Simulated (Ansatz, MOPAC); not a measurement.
CH5AsSi (SMILES C1[SiH2][AsH]1): methods side by side

CH5AsSi, singlet, SMILES `C1[SiH2][AsH]1`. Each level relaxes the structure for itself.

Quantity: the zero-point energy at each level's own minimum, in kJ/mol. The values are calculated.

```json
{"level": "PM6", "kind": "semi-empirical", "program": "MOPAC", "value (kJ/mol)": "126.6"}
{"level": "PM6-D3", "kind": "semi-empirical", "program": "MOPAC", "value (kJ/mol)": "126.7"}
{"level": "PM6-DH+", "kind": "semi-empirical", "program": "MOPAC", "value (kJ/mol)": "126.6"}
{"level": "PM7-", "kind": "semi-empirical", "program": "MOPAC", "value (kJ/mol)": "128.1"}
{"level": "HF/STO-3G", "kind": "Hartree–Fock", "program": "Ansatz", "value (kJ/mol)": "168.9"}
{"level": "HF/3-21G", "kind": "Hartree–Fock", "program": "Ansatz", "value (kJ/mol)": "142.2"}
{"level": "HF/6-31G* (Cartesian functions)", "kind": "Hartree–Fock", "program": "Ansatz", "value (kJ/mol)": "144.8"}
{"level": "PBE/def2-SVP", "kind": "GGA", "program": "Ansatz", "value (kJ/mol)": "129.8"}
{"level": "PBE0-D4/def2-TZVP", "kind": "global hybrid", "program": "Ansatz", "value (kJ/mol)": "134.5"}
{"level": "B3LYP/6-31G* (Cartesian functions)", "kind": "global hybrid", "program": "Ansatz", "value (kJ/mol)": "134.7"}
```

All-electron rows without a relativistic Hamiltonian named are non-relativistic. Harmonic and unscaled. The values span 126.6 to 168.9 kJ/mol. Without the sets that lack polarisation functions the rows with a basis span only 129.8 to 144.8 kJ/mol.
